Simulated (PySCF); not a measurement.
Br3Sb, SMILES [Br][Sb-]([Br])[Br], charge -1, multiplicity 2. Atoms are numbered in the order given.

```xyz
4

Sb     0.0000     0.0000     0.4691
Br     0.0000     2.7795     0.7207
Br     0.0000     0.0000    -2.1250
Br     0.0000    -2.7795     0.7207
```
Charge -1, spin multiplicity 2.

Geometry: r2SCAN-D4/def2-SVPD. The def2 effective core potentials stand for the cores of Sb; spin–orbit coupling is left out.

The numbers are results of M06-2X/def2-SVPD (PySCF), not measurements.

Mulliken values depend strongly on the basis, most of all with diffuse functions as here. ESP charges are fitted to the potential on shells at 1.4 to 2.0 van der Waals radii. Atomic charges (e):

```csv
atom,Mulliken,ESP fit,Mulliken spin
Sb1,1.04,…,0.99
Br2,-0.75,…,0.00
Br3,-0.55,…,0.01
Br4,-0.75,…,0.00
```

Problem. Some entries are withheld; supply them. (The exact figures need the calculation; the answer reports its results.)

Solution. 
- Sb1, ESP fit: 0.41
- Br2, ESP fit: -0.55
- Br3, ESP fit: -0.30
- Br4, ESP fit: -0.55
